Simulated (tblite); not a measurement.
A geometry optimisation, step by step.

CH10Ge3O.
Numbering: `[CH3:1][O:2][GeH:3]([GeH3:4])[GeH3:5]` (hydrogens: H6, H7, H8 on C1; H9 on Ge3; H10, H11, H12 on Ge4; H13, H14, H15 on Ge5)

Computed with GFN2-xTB (tblite), gas phase: L-BFGS steps from a force-field or distance-geometry start until the largest atomic force falls under 0.01 eV/Å. 12 of its 138 geometries are shown.

Step 0: E = -464.8091 eV, largest atomic force 1.592 eV/Å
```
atom  x, y, z in Å  |  force x, y, z in eV/Å
C1      2.513   -0.254   -0.520    1.054  -0.172  -0.389
O2      1.195   -0.225   -0.982    0.012  -0.149   0.401
Ge3     0.001   -0.040    0.321   -1.548   0.350   0.121
Ge4    -1.178    2.048   -0.024    0.519  -0.281   0.125
Ge5    -1.697   -1.748    0.259    0.442   0.009  -0.172
H6      2.600    0.168    0.497    0.267  -0.049  -0.444
H7      3.127    0.319   -1.244   -0.156  -0.165   0.479
H8      2.911   -1.292   -0.497   -0.251   0.424  -0.005
H9      0.738   -0.025    1.682    0.150  -0.068  -0.176
H10    -0.759    2.966    1.151   -0.446   0.027  -0.543
H11    -2.714    1.804   -0.033    0.623   0.376  -0.019
H12    -0.680    2.611   -1.363   -0.424   0.153   0.450
H13    -1.307   -2.708   -0.875   -0.460   0.068   0.402
H14    -3.108   -1.140    0.003    0.567  -0.462   0.149
H15    -1.647   -2.475    1.603   -0.348  -0.062  -0.380
```

Step 12: E = -465.2666 eV, largest atomic force 0.194 eV/Å
```
atom  x, y, z in Å  |  force x, y, z in eV/Å
C1      2.583   -0.268   -0.519   -0.018  -0.033  -0.103
O2      1.216   -0.257   -0.858   -0.139   0.005   0.112
Ge3    -0.075   -0.022    0.361    0.133  -0.003   0.141
Ge4    -1.113    2.109   -0.016   -0.116   0.045  -0.008
Ge5    -1.638   -1.837    0.252   -0.068   0.010   0.041
H6      2.778    0.163    0.469   -0.015  -0.026  -0.074
H7      3.106    0.315   -1.277    0.132  -0.002   0.014
H8      2.943   -1.299   -0.533    0.110   0.009  -0.004
H9      0.744   -0.036    1.685   -0.124   0.022  -0.056
H10    -0.895    3.140    1.055    0.046   0.036  -0.009
H11    -2.609    1.953   -0.041   -0.014   0.004  -0.008
H12    -0.789    2.771   -1.322    0.042   0.024   0.014
H13    -1.451   -2.838   -0.844    0.037  -0.050   0.001
H14    -3.016   -1.282    0.030   -0.057   0.011  -0.036
H15    -1.790   -2.603    1.536    0.050  -0.052  -0.025
```

Step 25: E = -465.2847 eV, largest atomic force 0.135 eV/Å
```
atom  x, y, z in Å  |  force x, y, z in eV/Å
C1      2.598   -0.281   -0.537   -0.051   0.000   0.006
O2      1.214   -0.291   -0.812   -0.038  -0.018   0.009
Ge3    -0.081   -0.013    0.388   -0.131   0.032   0.003
Ge4    -1.132    2.130   -0.010    0.083  -0.025  -0.003
Ge5    -1.651   -1.838    0.256    0.049  -0.004  -0.027
H6      2.821    0.145    0.444    0.009   0.005   0.004
H7      3.096    0.314   -1.305    0.011   0.000  -0.004
H8      2.979   -1.304   -0.568    0.040  -0.011  -0.023
H9      0.669   -0.005    1.737    0.029   0.003   0.038
H10    -0.883    3.180    1.038    0.000  -0.003   0.027
H11    -2.628    1.998   -0.050   -0.023   0.010  -0.002
H12    -0.767    2.792   -1.304    0.004   0.003  -0.037
H13    -1.421   -2.848   -0.826    0.026   0.010  -0.039
H14    -3.043   -1.321    0.012   -0.003  -0.011   0.006
H15    -1.774   -2.651    1.514   -0.004   0.008   0.043
```

Step 37: E = -465.2983 eV, largest atomic force 0.170 eV/Å
```
atom  x, y, z in Å  |  force x, y, z in eV/Å
C1      2.556   -0.309   -0.560   -0.168  -0.023  -0.013
O2      1.155   -0.479   -0.634   -0.023  -0.016  -0.064
Ge3    -0.148    0.013    0.482   -0.010  -0.003  -0.065
Ge4    -1.092    2.190   -0.024   -0.026   0.001  -0.003
Ge5    -1.622   -1.862    0.248   -0.055  -0.013   0.026
H6      2.856    0.103    0.405    0.086  -0.023  -0.004
H7      2.906    0.350   -1.361   -0.109  -0.011   0.084
H8      3.004   -1.297   -0.697    0.079   0.095   0.062
H9      0.504    0.084    1.885    0.050  -0.012  -0.016
H10    -0.825    3.223    1.037    0.030   0.033  -0.021
H11    -2.598    2.151   -0.092    0.049  -0.032  -0.004
H12    -0.686    2.823   -1.326    0.030   0.003   0.026
H13    -1.244   -2.793   -0.863    0.007  -0.002   0.034
H14    -3.058   -1.492   -0.021    0.036   0.032  -0.012
H15    -1.712   -2.698    1.497    0.023  -0.029  -0.030
```

Step 50: E = -465.3272 eV, largest atomic force 0.107 eV/Å
```
atom  x, y, z in Å  |  force x, y, z in eV/Å
C1      2.450   -0.311   -0.553    0.005   0.037  -0.009
O2      1.091   -0.667   -0.506    0.033  -0.047  -0.090
Ge3    -0.197    0.004    0.522    0.008  -0.017   0.096
Ge4    -1.015    2.223   -0.037    0.007   0.047  -0.006
Ge5    -1.618   -1.895    0.260    0.021   0.007   0.001
H6      2.791    0.093    0.405    0.036   0.031  -0.023
H7      2.632    0.423   -1.343   -0.009   0.040   0.041
H8      3.022   -1.215   -0.777   -0.018   0.023   0.007
H9      0.489    0.118    1.910   -0.033  -0.003   0.001
H10    -0.736    3.277    1.005    0.020  -0.045  -0.019
H11    -2.518    2.219   -0.134    0.002   0.002  -0.011
H12    -0.571    2.844   -1.334    0.028  -0.032  -0.002
H13    -1.109   -2.746   -0.858   -0.046  -0.018   0.002
H14    -3.053   -1.580   -0.055   -0.018  -0.016   0.007
H15    -1.662   -2.779    1.474   -0.035  -0.008   0.005
```

Step 62: E = -465.3631 eV, largest atomic force 0.227 eV/Å
```
atom  x, y, z in Å  |  force x, y, z in eV/Å
C1      2.399   -0.153   -0.560   -0.020  -0.077  -0.080
O2      1.102   -0.707   -0.486    0.221   0.012  -0.050
Ge3    -0.204   -0.088    0.555   -0.050  -0.036   0.055
Ge4    -0.899    2.140   -0.073   -0.009  -0.067  -0.020
Ge5    -1.687   -1.960    0.311   -0.043  -0.004  -0.042
H6      2.733    0.202    0.418    0.028   0.062   0.004
H7      2.438    0.677   -1.278   -0.052  -0.092   0.113
H8      3.085   -0.941   -0.894   -0.155   0.095   0.009
H9      0.470    0.056    1.947   -0.030  -0.076  -0.007
H10    -0.549    3.176    0.953    0.012   0.059   0.045
H11    -2.391    2.247   -0.220    0.022   0.050  -0.050
H12    -0.317    2.660   -1.358   -0.041   0.007  -0.018
H13    -1.255   -2.821   -0.832    0.030  -0.035  -0.001
H14    -3.117   -1.608   -0.004    0.026   0.082   0.011
H15    -1.813   -2.871    1.500    0.063   0.021   0.031
```

Step 75: E = -465.3927 eV, largest atomic force 0.084 eV/Å
```
atom  x, y, z in Å  |  force x, y, z in eV/Å
C1      2.339   -0.039   -0.557   -0.015   0.010   0.009
O2      1.148   -0.770   -0.387    0.004   0.007  -0.005
Ge3    -0.228   -0.171    0.583   -0.012  -0.079   0.026
Ge4    -0.797    2.079   -0.102    0.014   0.045   0.030
Ge5    -1.722   -2.021    0.318    0.007  -0.005  -0.006
H6      2.744    0.299    0.402    0.010  -0.021  -0.006
H7      2.175    0.837   -1.193    0.010  -0.013  -0.005
H8      3.064   -0.700   -1.037   -0.029   0.029   0.001
H9      0.356   -0.076    2.015   -0.024   0.026   0.003
H10    -0.392    3.115    0.913    0.008   0.000  -0.021
H11    -2.256    2.346   -0.338   -0.012  -0.042   0.014
H12    -0.141    2.517   -1.382    0.026   0.019  -0.025
H13    -1.318   -2.910   -0.818   -0.031   0.007   0.025
H14    -3.139   -1.594    0.031    0.025  -0.016  -0.010
H15    -1.838   -2.905    1.530    0.018   0.033  -0.029
```

Step 87: E = -465.3964 eV, largest atomic force 0.015 eV/Å
```
atom  x, y, z in Å  |  force x, y, z in eV/Å
C1      2.323   -0.023   -0.557    0.001   0.005   0.004
O2      1.157   -0.781   -0.346    0.002   0.004   0.007
Ge3    -0.238   -0.182    0.593   -0.001   0.006   0.000
Ge4    -0.763    2.078   -0.106    0.001  -0.009  -0.010
Ge5    -1.722   -2.032    0.309   -0.008   0.003   0.002
H6      2.766    0.304    0.388    0.006  -0.011  -0.001
H7      2.116    0.861   -1.169    0.000   0.006   0.005
H8      3.037   -0.659   -1.083    0.001  -0.001  -0.005
H9      0.289   -0.076    2.047    0.004  -0.004   0.000
H10    -0.355    3.123    0.895    0.008   0.003   0.011
H11    -2.224    2.334   -0.341   -0.002  -0.005  -0.002
H12    -0.100    2.507   -1.387   -0.010   0.004  -0.011
H13    -1.333   -2.935   -0.820    0.007   0.004   0.007
H14    -3.138   -1.613    0.022   -0.002  -0.005   0.003
H15    -1.821   -2.898    1.532   -0.007   0.000  -0.008
```

Step 100: E = -465.3974 eV, largest atomic force 0.016 eV/Å
```
atom  x, y, z in Å  |  force x, y, z in eV/Å
C1      2.322   -0.022   -0.551   -0.001   0.009   0.004
O2      1.164   -0.786   -0.322    0.002  -0.011  -0.008
Ge3    -0.240   -0.179    0.598    0.002   0.010   0.009
Ge4    -0.753    2.078   -0.120   -0.008  -0.007   0.009
Ge5    -1.725   -2.030    0.312   -0.004  -0.005   0.003
H6      2.798    0.278    0.386    0.000  -0.012   0.002
H7      2.096    0.879   -1.131    0.002   0.007   0.006
H8      3.017   -0.643   -1.120    0.000  -0.003  -0.005
H9      0.270   -0.074    2.059   -0.003   0.011  -0.008
H10    -0.333    3.118    0.882    0.000   0.009   0.002
H11    -2.219    2.327   -0.334    0.002   0.005   0.001
H12    -0.112    2.516   -1.409   -0.006  -0.015  -0.002
H13    -1.315   -2.923   -0.815    0.002  -0.015  -0.002
H14    -3.145   -1.630    0.012    0.009   0.010   0.003
H15    -1.829   -2.901    1.532    0.002   0.007  -0.013
```

Step 112: E = -465.4019 eV, largest atomic force 0.067 eV/Å
```
atom  x, y, z in Å  |  force x, y, z in eV/Å
C1      2.344   -0.013   -0.519    0.012   0.036  -0.023
O2      1.187   -0.781   -0.298    0.029   0.007  -0.014
Ge3    -0.232   -0.187    0.605    0.016   0.026   0.009
Ge4    -0.761    2.051   -0.153   -0.015   0.009   0.016
Ge5    -1.722   -2.029    0.308   -0.015  -0.006   0.011
H6      2.936    0.087    0.396   -0.029  -0.011  -0.031
H7      2.098    0.994   -0.885    0.003  -0.058   0.033
H8      2.939   -0.526   -1.277   -0.013   0.014   0.031
H9      0.243   -0.047    2.074    0.002  -0.012  -0.005
H10    -0.265    3.116    0.788   -0.003   0.010  -0.010
H11    -2.237    2.309   -0.268    0.003   0.006   0.006
H12    -0.218    2.449   -1.500    0.008  -0.019  -0.003
H13    -1.313   -2.953   -0.796   -0.001   0.004   0.001
H14    -3.118   -1.578   -0.031    0.002  -0.024  -0.001
H15    -1.885   -2.882    1.535    0.001   0.018  -0.017
```

Step 125: E = -465.4038 eV, largest atomic force 0.027 eV/Å
```
atom  x, y, z in Å  |  force x, y, z in eV/Å
C1      2.345   -0.004   -0.506    0.008   0.018  -0.009
O2      1.187   -0.777   -0.310   -0.002   0.009  -0.002
Ge3    -0.227   -0.188    0.608   -0.008  -0.006   0.003
Ge4    -0.763    2.045   -0.154    0.007   0.007  -0.012
Ge5    -1.726   -2.022    0.304   -0.005  -0.001  -0.004
H6      2.963    0.018    0.396   -0.017  -0.005  -0.021
H7      2.099    1.028   -0.784    0.007  -0.009   0.009
H8      2.914   -0.460   -1.319   -0.003  -0.004   0.017
H9      0.259   -0.068    2.073   -0.001  -0.005   0.007
H10    -0.236    3.137    0.737   -0.002   0.005   0.002
H11    -2.239    2.310   -0.243    0.003   0.005   0.009
H12    -0.245    2.389   -1.524    0.000  -0.005  -0.004
H13    -1.313   -2.956   -0.789    0.008  -0.004   0.004
H14    -3.121   -1.583   -0.049   -0.003   0.007  -0.006
H15    -1.903   -2.860    1.537    0.006  -0.012   0.007
```

Step 137: E = -465.4043 eV, largest atomic force 0.009 eV/Å
```
atom  x, y, z in Å  |  force x, y, z in eV/Å
C1      2.339   -0.009   -0.508   -0.001   0.000  -0.002
O2      1.171   -0.769   -0.321    0.001   0.004   0.002
Ge3    -0.233   -0.181    0.613   -0.001  -0.002   0.000
Ge4    -0.763    2.054   -0.149   -0.001   0.006  -0.002
Ge5    -1.724   -2.022    0.304    0.001  -0.008   0.000
H6      2.946    0.010    0.401   -0.001   0.001  -0.003
H7      2.107    1.025   -0.791    0.000  -0.001   0.002
H8      2.912   -0.475   -1.311   -0.003   0.000   0.005
H9      0.265   -0.075    2.076    0.000   0.004  -0.004
H10    -0.234    3.154    0.731    0.008  -0.004   0.000
H11    -2.238    2.323   -0.233    0.000   0.002   0.000
H12    -0.249    2.383   -1.525   -0.004  -0.001   0.003
H13    -1.290   -2.950   -0.785    0.002  -0.002  -0.003
H14    -3.121   -1.596   -0.058    0.002  -0.001   0.000
H15    -1.893   -2.865    1.535   -0.003   0.002   0.000
```

Problem. Summarise the path.

Solution. The energy falls by 57.43 kJ/mol from step 0 to step 137; nine tenths of that is first reached at step 59. It rises by more than 0.2 meV at step 41. The largest force goes from 1.592 to 0.009 eV/Å. Among the bonds Ge4–H11 changes most (a near tie, within 0.001 Å, with another), from 1.555 to 1.502 Å; the atoms move by 0.664 Å rms after alignment.

The cost below is that of the whole relaxation. On one thread, Arm Neoverse V1 (aarch64), no GPU, on a shared host, this took 0.97 s.
